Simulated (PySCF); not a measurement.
## Stretching ZnF⁺

Set-up: PySCF, spin-free X2C with a Gaussian nucleus, basis sets Zn x2c-SVPall, F x2c-SVPall. Energies in eV from Zn⁺ + F in their ground configurations at the same level. State: ¹Σ⁺ (singlet), closed shell.

Curves on a restricted Hartree–Fock reference rise too fast on stretching and do not dissociate correctly.

| R (Å) | LC-ωPBE | RHF-MP2 | B3LYP |
| --- | --- | --- | --- |
| 1.484 | -1.741 | -1.669 | -1.461 |
| 1.552 | -2.401 | -2.373 | -2.154 |
| 1.621 | -2.750 | -2.763 | -2.538 |
| 1.673 | -2.862 | -2.904 | -2.677 |
| 1.725 | -2.879 | -2.946 | -2.722 |
| 1.777 | -2.821 | -2.912 | -2.694 |
| 1.846 | -2.658 | -2.779 | -2.574 |
| 1.932 | -2.360 | -2.514 | -2.336 |
| 2.035 | -1.921 | -2.113 | -1.975 |
| 2.174 | -1.278 | -1.526 | -1.448 |

Question: Put a parabola through the three lowest points of the LC-ωPBE curve and estimate Re, k and ωe (reduced mass 14.65 u; 1 eV/Å² = 0.16022 mdyn/Å; ωe = 1302.8·√(k/μ) cm⁻¹).

Answer: Through R = 1.673, 1.725, 1.777 Å the second-order coefficient is 13.9 eV/Å², so Re ≈ 1.711 Å, k ≈ 4.44 mdyn/Å and ωe ≈ 718 cm⁻¹. A polynomial fit of higher order to the unrounded LC-ωPBE energies gives Re = 1.709 Å, k = 4.80 mdyn/Å, ωe = 745 cm⁻¹; anharmonicity and rounding make the difference.

The higher-order fit for each curve: LC-ωPBE: Re = 1.709 Å, ωe = 745 cm⁻¹, De = 2.88 eV; RHF-MP2: Re = 1.726 Å, ωe = 724 cm⁻¹, De = 2.95 eV; B3LYP: Re = 1.729 Å, ωe = 700 cm⁻¹, De = 2.72 eV.

Correlated steps freeze 6 core orbitals. Correlated levels converge slowly with the basis: in double zeta they bind strong bonds too weakly, by up to about 1 eV, and carry superposition errors of some tenths. For an ion De counts to the pair picked by the measured ionisation energies or electron affinities, which need not be the lowest pair at this level. Where the molecule has an RHF reference, its open-shell atoms are computed with UHF.
